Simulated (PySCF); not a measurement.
**Exercise with solution: oscillator strength and radiative lifetime**

Pb(I)(SiH3) (H3IPbSi), SMILES [SiH3][Pb][I] (connectivity only; charge and spin as stated), neutral, multiplicity 1.

The structure is a stationary point at PBE0-D3(BJ)/def2-SVP. The def2 effective core potentials stand for the cores of I, Pb; spin–orbit coupling is left out.

TDDFT-CAM-B3LYP/def2-SVPD in PySCF puts the first singlet state with f over 0.02 at 3.78 eV (vertical), with the transition dipole (-0.324, 0.353, 0.000) in atomic units.

Task: Find the oscillator strength, the wavelength and the radiative lifetime that this transition would have in vacuum if emission retraced absorption.

Result: 
|μ|² = 0.2296 au, so |μ| = 1.22 D. ΔE = 3.78/27.211 = 0.1389 hartree. f = (2/3) ΔE |μ|² = 0.021 (the program prints 0.021).
λ = 1239.84/3.78 = 328 nm; ν = 30488 cm⁻¹.
Einstein's coefficient A = 0.6670 ν² f s⁻¹ (ν in cm⁻¹) = 1.3e7 s⁻¹, so τ = 1/A = 76 ns. This state is S5; the lower singlets have f = 0.001, 0.001, 0.020, 0.001. The figure is the radiative limit of this one transition; relaxation, internal conversion, crossing to triplets and a medium change what is measured.
